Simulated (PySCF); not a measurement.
TiOF, SMILES [O]=[Ti][F] (connectivity only; charge and spin as stated), neutral, multiplicity 2. Atoms are numbered in the order given.

```xyz
3

Ti     0.3410     0.1088     0.0000
O     -0.5180     1.4757     0.0000
F     -0.3731    -1.5778     0.0000
```
Charge 0, spin multiplicity 2.

Geometry optimised at PBE0-D3(BJ)/def2-TZVP. The multiplicity is an assumed one; other spin states were not compared.

The numbers are results of PBE/def2-TZVPD run with PySCF, not measurements.

The molecule is in vacuum.

```
Item                                                                                                            Result
---------------------------------------------------------------------------------------------  -----------------------
total energy                                                                                       -1024.31331 hartree
point group                                                                                                         Cs
α spin, highest occupied and lowest empty level                                                     -4.40 and -3.74 eV
β spin, highest occupied and lowest empty level                                                     -7.46 and -3.29 eV
dipole moment                                                                                                0.964 e·Å
quadrupole, principal values (traceless, Buckingham form, about the centre of nuclear charge)   -11.22, 2.84, 8.39 D·Å
mean static polarisability                                                                       69.3 bohr³ (10.27 Å³)
polarisability, principal values                                                               40.2, 53.6, 114.2 bohr³
⟨S²⟩                                                                                           0.754 (pure state 0.75)
```
